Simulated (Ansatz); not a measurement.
CH3O, charge +1, singlet, at a GFN2-xTB geometry; Ansatz (a program for electronic structure) with R2SCAN/cc-pVTZ.

Here is a job for Ansatz.
Ansatz 0.2 input:
```yaml
crystal:
  periodic: [false, false, false]
  atoms:
    - {symbol: O, position_ang: [-0.10364914, -0.12932954, 0.58989088]}
    - {symbol: C, position_ang: [0.11172867, 0.04016533, -0.60083038]}
    - {symbol: H, position_ang: [0.14193939, 1.01608503, -1.10404748]}
    - {symbol: H, position_ang: [0.28838394, -0.85776849, -1.21133073]}
    - {symbol: H, position_ang: [-0.27150229, 0.63532785, 1.20123344]}
basis:
  gaussian:
    orbitals: cc-pVTZ
hamiltonian:
  xc: r2scan
total_charge: 1
scf: {lower_state_search: off}
```

It wrote (shortened):

```
Functional definition: r2SCAN
these checks for a lower state are left out or cut short: stability, starts, cluster_reference, orbital_swaps, neighbouring_geometries, increment
511 factors; their error is unknown
mean field evaluation 1: about -3112.4021 eV, gradient 8.2e1 eV
mean field evaluation 2: about -3087.7373 eV, gradient 1.3e2 eV
mean field evaluation 4: about -3122.7820 eV, gradient 7.3e0 eV
mean field evaluation 8: about -3122.8958 eV, gradient 3.0e-2 eV
mean field evaluation 16: about -3122.8827 eV, gradient 1.7e-6 eV
mean field -3122.88271968 eV, -114.7638231822 hartree, gradient 2.1e-6 eV, S^2 0.000000; 0 other end points of the search recorded, 0 dependent functions left out
reference -3122.88272625 eV, -114.7638234239 hartree; 8, 8 occupied and 94, 94 virtual orbitals, 511 factors
Total energy: -3122.88272625 eV, -114.7638234239 hartree
Checks for a lower state left out: stability, starts, cluster_reference, orbital_swaps, neighbouring_geometries, increment
```
